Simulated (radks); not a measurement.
Results of a calculation; reference values are marked as such.
All-electron atom: Os+ in [Xe] 4f14 5d6 6s1 (the NIST ground configuration). Level of theory: scalar-relativistic Kohn-Sham, PBE, spin-unpolarised, spherical densities, point nucleus (a radial shooting solver on a logarithmic mesh with Libxc functionals).

Unscreened Slater integrals over Kohn-Sham orbitals (eV).

\begin{tabular}{lr}
integral & value \\ \hline
F0(6s,6s) & 8.8254 \\
F0(6s,5d) & 10.298 \\
G2(6s,5d) & 2.7937 \\
F0(6s,5p) & 10.988 \\
G1(6s,5p) & 0.81832 \\
F0(6s,4f) & 11.603 \\
G3(6s,4f) & 0.32080 \\
F0(5d,5d) & 14.104 \\
F2(5d,5d) & 7.1821 \\
F4(5d,5d) & 4.6986 \\
F0(5d,5p) & 16.536 \\
F2(5d,5p) & 7.8840 \\
G1(5d,5p) & 9.2819 \\
G3(5d,5p) & 5.7078 \\
F0(5d,4f) & 18.517 \\
F2(5d,4f) & 4.0928 \\
F4(5d,4f) & 1.8827 \\
G1(5d,4f) & 1.4217 \\
G3(5d,4f) & 1.2836 \\
G5(5d,4f) & 1.0121 \\
F0(5p,5p) & 20.946 \\
F2(5p,5p) & 11.279 \\
F0(5p,4f) & 25.751 \\
F2(5p,4f) & 8.0876 \\
G2(5p,4f) & 3.3284 \\
G4(5p,4f) & 2.7426 \\
F0(4f,4f) & 44.928 \\
F2(4f,4f) & 21.982 \\
F4(4f,4f) & 13.925 \\
F6(4f,4f) & 10.057 \\
\end{tabular}

Derived for the open shells (J is the average intra-shell exchange parameter used in DFT+U). 5d: Racah B = F2/49 - 5 F4/441 = 0.09330 eV, C = 35 F4/441 = 0.3729 eV, C/B = 4.00, F4/F2 = 0.654, J = (F2 + F4)/14 = 0.8486 eV.
